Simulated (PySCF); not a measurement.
CH3F2OSb, SMILES C[O][Sb]([F])[F]. Atoms are numbered in the order given.

```xyz
8

Sb    -0.5073     0.3148     0.0000
F     -0.4309    -1.0224     1.4059
F     -0.4309    -1.0224    -1.4059
O      1.4103     0.7303     0.0000
C      2.3923    -0.2998     0.0000
H      3.3827     0.1812     0.0000
H      2.3060    -0.9395     0.8948
H      2.3060    -0.9395    -0.8948
```

The structure is a stationary point at B3LYP-D3(BJ)/def2-SVP. The structure was generated by enumeration; whether it is a known compound was not checked. The def2 effective core potentials stand for the cores of Sb; spin–orbit coupling is left out. Other conformers were not sampled.

Level of theory: HF/def2-TZVP in PySCF.

Symmetry labels are those of the subgroup Cs that the program uses (full group Cs).

**Question.** List the valence orbital energies around the gap with their symmetry. (Estimate from the structure and the level; the computed values follow.)

**Answer.** 
```json
[
 {"orbital": "HOMO−7", "symmetry": "A\"", "energy (eV)": "-17.23"},
 {"orbital": "HOMO−6", "symmetry": "A'", "energy (eV)": "-16.82"},
 {"orbital": "HOMO−5", "symmetry": "A'", "energy (eV)": "-16.53"},
 {"orbital": "HOMO−4", "symmetry": "A\"", "energy (eV)": "-16.52"},
 {"orbital": "HOMO−3", "symmetry": "A\"", "energy (eV)": "-16.50"},
 {"orbital": "HOMO−2", "symmetry": "A'", "energy (eV)": "-13.40"},
 {"orbital": "HOMO−1", "symmetry": "A\"", "energy (eV)": "-12.57"},
 {"orbital": "HOMO", "symmetry": "A'", "energy (eV)": "-12.09"},
 {"orbital": "LUMO", "symmetry": "A\"", "energy (eV)": "1.37"},
 {"orbital": "LUMO+1", "symmetry": "A'", "energy (eV)": "1.56"},
 {"orbital": "LUMO+2", "symmetry": "A'", "energy (eV)": "3.00"},
 {"orbital": "LUMO+3", "symmetry": "A'", "energy (eV)": "4.62"}
]
```
